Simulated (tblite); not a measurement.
C5H9BS.
SMILES with atom numbers: `[BH2:1][C@H:2]1[CH2:3][C:4]12[CH2:5][S:6][CH2:7]2` (hydrogens: H8, H9 on B1; H10 on C2; H11, H12 on C3; H13, H14 on C5; H15, H16 on C7)

Computed with GFN2-xTB (tblite), gas phase: L-BFGS steps from a force-field or distance-geometry start until the largest atomic force falls under 0.01 eV/Å.

Step 3: E = -536.5082 eV
```
atom  x, y, z in Å  |  force x, y, z in eV/Å
B1     -2.0537   -0.1287    0.8953   -0.031  -0.108   0.106
C2     -0.7934   -0.8386    0.2988   -0.084   0.158   0.087
C3     -0.4660   -0.5684   -1.1431   -0.027  -0.073  -0.085
C4      0.4130   -0.0239   -0.0779    0.114   0.243   0.189
C5      1.8592   -0.4437    0.0315   -0.120   0.141   0.028
S6      2.4184    1.2963    0.1613   -0.030   0.000   0.072
C7      0.5924    1.4733    0.0995    0.098  -0.160  -0.153
H8     -1.9635    0.5545    1.8376    0.009   0.021   0.065
H9     -3.0949   -0.2474    0.3740    0.029  -0.055   0.015
H10    -0.5802   -1.8605    0.6084   -0.026   0.153   0.127
H11    -0.0593   -1.3709   -1.7251   -0.081  -0.175  -0.374
H12    -1.0811    0.1487   -1.6501   -0.185  -0.003  -0.358
H13     2.1008   -1.0163    0.9192    0.164  -0.118   0.067
H14     2.2220   -0.9115   -0.8761    0.262  -0.206  -0.005
H15     0.1990    1.9043    1.0128   -0.060   0.050   0.074
H16     0.2799    2.0416   -0.7774   -0.031   0.134   0.145
```

Step 4: E = -536.5247 eV
```
atom  x, y, z in Å  |  force x, y, z in eV/Å
B1     -2.0546   -0.1360    0.9012   -0.070   0.028   0.092
C2     -0.7955   -0.8293    0.3005    0.018   0.046   0.015
C3     -0.4708   -0.5738   -1.1420    0.049   0.066  -0.200
C4      0.4146   -0.0208   -0.0799   -0.095   0.015   0.096
C5      1.8564   -0.4399    0.0329    0.092  -0.099   0.007
S6      2.4171    1.2955    0.1638    0.028   0.039   0.064
C7      0.5941    1.4672    0.0973    0.025   0.181   0.063
H8     -1.9633    0.5538    1.8362    0.002   0.031   0.128
H9     -3.0914   -0.2484    0.3754   -0.036  -0.084   0.005
H10    -0.5825   -1.8480    0.6108    0.004   0.045   0.171
H11    -0.0650   -1.3692   -1.7374   -0.078  -0.190  -0.249
H12    -1.0816    0.1414   -1.6609   -0.170   0.003  -0.276
H13     2.1079   -1.0193    0.9168    0.089  -0.051   0.056
H14     2.2298   -0.9174   -0.8694    0.188  -0.121   0.022
H15     0.1980    1.9074    1.0116   -0.005  -0.059  -0.013
H16     0.2792    2.0457   -0.7684   -0.040   0.148   0.017
```

Step 5: E = -536.5357 eV
```
atom  x, y, z in Å  |  force x, y, z in eV/Å
B1     -2.0565   -0.1403    0.9069   -0.061   0.100   0.057
C2     -0.7963   -0.8221    0.3012    0.014  -0.050  -0.042
C3     -0.4728   -0.5761   -1.1443    0.055   0.111  -0.275
C4      0.4135   -0.0189   -0.0799   -0.052  -0.063  -0.031
C5      1.8563   -0.4393    0.0339    0.145  -0.182   0.007
S6      2.4168    1.2958    0.1666    0.048   0.030   0.051
C7      0.5958    1.4664    0.0966   -0.019   0.271   0.150
H8     -1.9631    0.5538    1.8377   -0.010   0.027   0.154
H9     -3.0897   -0.2505    0.3764   -0.072  -0.096   0.011
H10    -0.5840   -1.8390    0.6156    0.017   0.006   0.174
H11    -0.0704   -1.3714   -1.7499   -0.099  -0.112  -0.097
H12    -1.0850    0.1365   -1.6731   -0.101  -0.043  -0.167
H13     2.1141   -1.0222    0.9161    0.033  -0.001   0.042
H14     2.2382   -0.9233   -0.8644    0.121  -0.051   0.045
H15     0.1972    1.9086    1.0110    0.017  -0.096  -0.023
H16     0.2781    2.0510   -0.7620   -0.036   0.149  -0.056
```

**Question.** Estimate the geometry and energy of step 6. (The exact step hangs on the optimiser's Hessian estimate; all steps are aligned on step 5, rigid shifts and turns removed.)

**Answer.** E = -536.5473 eV, largest force 0.238 eV/Å
```
atom  x, y, z in Å  |  force x, y, z in eV/Å
B1     -2.0597   -0.1432    0.9144   -0.018   0.144  -0.012
C2     -0.7973   -0.8148    0.3007    0.007  -0.087  -0.158
C3     -0.4739   -0.5769   -1.1521    0.051   0.105  -0.176
C4      0.4126   -0.0171   -0.0809    0.011  -0.088  -0.202
C5      1.8584   -0.4414    0.0353    0.135  -0.159   0.004
S6      2.4172    1.2963    0.1710    0.050  -0.009   0.032
C7      0.5977    1.4696    0.0975   -0.042   0.202   0.118
H8     -1.9632    0.5545    1.8426   -0.027   0.006   0.154
H9     -3.0893   -0.2551    0.3779   -0.090  -0.096   0.038
H10    -0.5853   -1.8287    0.6248    0.023  -0.019   0.142
H11    -0.0787   -1.3759   -1.7660   -0.107  -0.014   0.064
H12    -1.0909    0.1299   -1.6904   -0.019  -0.076  -0.046
H13     2.1220   -1.0256    0.9166   -0.029   0.041   0.041
H14     2.2505   -0.9313   -0.8580    0.048   0.020   0.057
H15     0.1962    1.9083    1.0109    0.018  -0.095   0.025
H16     0.2762    2.0603   -0.7556   -0.010   0.124  -0.083
```

The energy changes by -0.0116 eV. The first-order estimate −F·Δx gives -0.0169 eV and the mean of the old and new forces, exact on a quadratic surface, -0.0117 eV. The step makes an angle of 53° with the force vector and moves no atom by more than 0.019 Å.

The cost below is that of the whole relaxation. On one thread, Arm Neoverse N1 (aarch64), shared host with 64 logical CPUs at a one-minute load of 56, this took 1.1 s wall.
